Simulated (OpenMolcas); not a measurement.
**Si-: effect of the active space**

```
Program             : OpenMolcas
Method              : XMS-CASPT2, IPEA 0.25 Eh, imaginary shift 0.1 Eh
Basis               : ANO-RCC-VTZP
Scalar Hamiltonian  : DKH2, point nucleus
Spin-orbit coupling : RASSI with atomic mean-field integrals over the reference wave functions, term energies averaged over their components
```

A. 3 electrons in 3 orbitals (3p); 2S+1 = 4 odd, 1 root; 2S+1 = 2 odd, 8 roots; closed shells correlated: 2s 2p 3s; CASPT2 step about 0.6 core-seconds
B. 5 electrons in 4 orbitals (3s 3p); 2S+1 = 4 even, 3 roots (0 in the spin-orbit step); 2S+1 = 2 even, 6 roots (0 in the spin-orbit step); 2S+1 = 4 odd, 1 root; 2S+1 = 2 odd, 8 roots; closed shells correlated: 2s 2p; CASPT2 step of the order of 0.6 core-seconds

Energies in cm-1 above 3s2 3p3 4S* 3/2.

```json
{"Level": "3s2 3p3 4S* 3/2", "A": "0.0", "B": "0.0"}
{"Level": "3s2 3p3 2D* 3/2", "A": "7790", "B": "8230"}
{"Level": "3s2 3p3 2D* 5/2", "A": "7790", "B": "8230"}
```

Between A and B the level of the table that moves most is 3s2 3p3 2D* 5/2, by 440 cm-1 (lowest in A, highest in B). Moves below CASPT2's spread within the term are not significant.

Term energies are means over components that CASPT2 splits; among the terms shown or strongly mixed into the levels shown the widest spread is 1500 cm-1 (3s2 3p3 2D*, A). No diffuse functions were added, so excited terms of the anion can stand markedly too high. With the s shell closed, the reference lacks s² → p² mixing (holds for A). Only configurations of the active space appear. The table leaves out levels that lie high or whose names do not pair safely across all columns.

* marks odd parity.
